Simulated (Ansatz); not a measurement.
Kohn–Sham single points on C₃H₇GaS, SMILES `C/C(S)=[CH]/[GaH2]`.

```yaml
crystal:
  periodic: [false, false, false]
  atoms:
    - {symbol: C, position_ang: [-0.926346, 0.586990, 1.593608]}
    - {symbol: C, position_ang: [-0.203605, 0.053025, 0.405684]}
    - {symbol: S, position_ang: [1.583288, 0.309966, 0.335505]}
    - {symbol: C, position_ang: [-0.647945, -0.661330, -0.626903]}
    - {symbol: Ga, position_ang: [0.881742, -0.942679, -1.862446]}
    - {symbol: H, position_ang: [-0.844486, 1.677119, 1.649309]}
    - {symbol: H, position_ang: [-0.512734, 0.186354, 2.523198]}
    - {symbol: H, position_ang: [-1.984143, 0.324213, 1.537222]}
    - {symbol: H, position_ang: [1.596476, 1.603026, -0.044678]}
    - {symbol: H, position_ang: [-1.700290, -0.939427, -0.657595]}
    - {symbol: H, position_ang: [1.091781, 0.104781, -3.015139]}
    - {symbol: H, position_ang: [1.666253, -2.302047, -1.837755]}
basis:
  gaussian: {orbitals: def2-TZVPP}
hamiltonian: {xc: {name: CAM-B3LYP}, dispersion: d4}
output: {orbitals: {seedname: orbitals}}
```

```sh
$ ansatz run in.yaml --threads 4 --pin off --events-out ev --progress --plain --max-ram 10444MiB
```

It prints (some lines left out):

```
Functional definition: CAM-B3LYP
1652 factors; their error is unknown
390 factors; integrals over basis functions are off by at most 1.2e-5 eV
mean field evaluation 1: about -66433.2736 eV, gradient 5.9e1 eV
mean field evaluation 2: about -66432.0717 eV, gradient 6.3e1 eV
mean field evaluation 4: about -66440.6509 eV, gradient 2.8e0 eV
mean field evaluation 8: about -66440.6658 eV, gradient 7.6e-2 eV
mean field evaluation 16: about -66440.8022 eV, gradient 1.6e-4 eV
mean field -66440.80220328 eV, -2441.6544457774 hartree, gradient 4.8e-5 eV, S^2 0.000000; 0 other end points of the search recorded, 0 dependent functions left out
reference -66440.80235729 eV, -2441.6544514370 hartree; 36, 36 occupied and 245, 245 virtual orbitals, 1652 factors
Total energy: -66441.08844640 eV, -2441.6649650179 hartree
```

It took 5.5 s on 4 threads of an Arm Neoverse V2 on a shared host, with 1 GiB of host memory at the peak.

The same input with `hamiltonian: {xc: pbe0, dispersion: d4}` (abridged; 4.6 s):

```
Functional definition: PBE0
mean field evaluation 16: about -66424.6092 eV, gradient 3.1e-4 eV
mean field -66424.60918141 eV, -2441.0593631997 hartree, gradient 7.1e-5 eV, S^2 0.000000
Total energy: -66424.88859599 eV, -2441.0696314959 hartree
```

With the line `hamiltonian: {xc: {name: BHLYP}, dispersion: d4}` (abridged; 5 s):

```
Functional definition: BHLYP
mean field evaluation 16: about -66436.3268 eV, gradient 1.6e-4 eV
mean field -66436.32682354 eV, -2441.4899786055 hartree, gradient 4.8e-5 eV, S^2 0.000000
Total energy: -66436.75727519 eV, -2441.5057974117 hartree
```

With the line `hamiltonian: {xc: {name: BLYP}, dispersion: d4}` (abridged; 2.6 s):

```
Functional definition: BLYP
mean field evaluation 16: about -66439.2312 eV, gradient 6.1e-4 eV
mean field -66439.23117852 eV, -2441.5967116823 hartree, gradient 4.4e-5 eV, S^2 0.000000
Total energy: -66439.94834935 eV, -2441.6230672242 hartree
```

The same input with `hamiltonian: {xc: pbe, dispersion: d4}` and forces (abridged; 3.3 s):

```
Functional definition: PBE
mean field evaluation 16: about -66422.1575 eV, gradient 9.0e-3 eV
mean field -66422.15751873 eV, -2440.9692662580 hartree, gradient 2.4e-5 eV, S^2 0.000000
Total energy: -66422.48673125 eV, -2440.9813645949 hartree
Atom 0 force     0.023857    -0.007190    -0.020879 eV/Å
Atom 1 force    -0.030127     0.195568     0.282553 eV/Å
Atom 2 force     0.344839    -0.204357     0.111230 eV/Å
Atom 3 force    -0.088870    -0.234227    -0.354219 eV/Å
Atom 4 force     0.034753    -0.033788    -0.096053 eV/Å
Atom 5 force     0.010192     0.220827     0.032049 eV/Å
Atom 6 force     0.073141    -0.064202     0.200844 eV/Å
Atom 7 force    -0.213190    -0.048847    -0.004697 eV/Å
Atom 8 force     0.002973     0.263746    -0.078808 eV/Å
Atom 9 force    -0.215732    -0.077055    -0.023326 eV/Å
Atom 10 force     0.012993     0.054875    -0.053847 eV/Å
Atom 11 force     0.045170    -0.065349     0.005153 eV/Å
Dipole moment:    -0.250154     0.333519     0.387390 e Å
```

Changing it to `hamiltonian: {xc: {name: r2SCAN0}, dispersion: d4}` (abridged; 8 s):

```
Functional definition: r2SCAN0
mean field evaluation 16: about -66435.1235 eV, gradient 1.1e-4 eV
mean field -66435.12352902 eV, -2441.4457583474 hartree, gradient 1.9e-5 eV, S^2 0.000000
Total energy: -66435.21797594 eV, -2441.4492292078 hartree
```
